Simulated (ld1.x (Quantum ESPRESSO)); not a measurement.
# Pseudopotential generation for arsenic: ultrasoft, BP86, fully relativistic.

ld1.x (Quantum ESPRESSO) 7.5 input, shortened:

```
&input
   title='As', zed=33., rel=2, dft='BP', iswitch=3,
   config='[Ar] 3d10 4s1 4p4', rel_dist='average'
 /
 &inputp
   pseudotype=3, tm=.true., lloc=-1, rcloc=2.54,
   nlcc=.false.,
   which_augfun='PSQ', rmatch_augfun=0.96
 /
6
4S  1  0   1.00   0.00  1.58  1.92  0.0
4S  1  0   0.00  -0.70  1.58  1.92  0.0
4P  2  1   4.00   0.00  2.54  3.16  0.0
4P  2  1   0.00   1.50  2.54  3.16  0.0
3D  3  2  10.00   0.00  1.16  1.58  0.0
3D  3  2   0.00  -1.25  1.16  1.58  0.0
 &test
   configts(1)='3d10 4s1 4p4'
 /
```

Open shells are filled in proportion to 2j + 1 (rel_dist='average').

All-electron outer shells of the reference configuration (BP86, scalar-relativistic, ld1.x):

```csv
shell,level (eV),outermost node (bohr),outermost maximum (bohr)
3s,-192.09,0.25,0.52
3p,-135.47,0.22,0.52
3d,-42.42,–,0.47
4s,-15.52,0.73,1.59
4p,-5.96,0.78,1.95
```

What the tests gave:

- Cutoffs needed: 45 Ry and 80 Ry (the cutoffs (Ry, on a coarse ladder) from which the occupation-weighted sum of valence levels, in a spherical-Bessel basis at the reference potential, stays within 10 and 1 mRy of its value at 400 Ry)
- Ghost test: no extra level below or beside the all-electron valence levels (s, p1/2, p3/2, d3/2, d5/2, f tested) (spherical-Bessel basis up to 400 Ry, 20 bohr box)
- Configuration tests: test run stopped at test 1 of 7 (negative rho)
- Lowest eigenvalue of the overlap operator: 0.06 (p3/2 channel)
- Density cutoff estimated by the generator: 429 Ry

Generation and tests took about 1.9 s on one core of a shared server CPU.
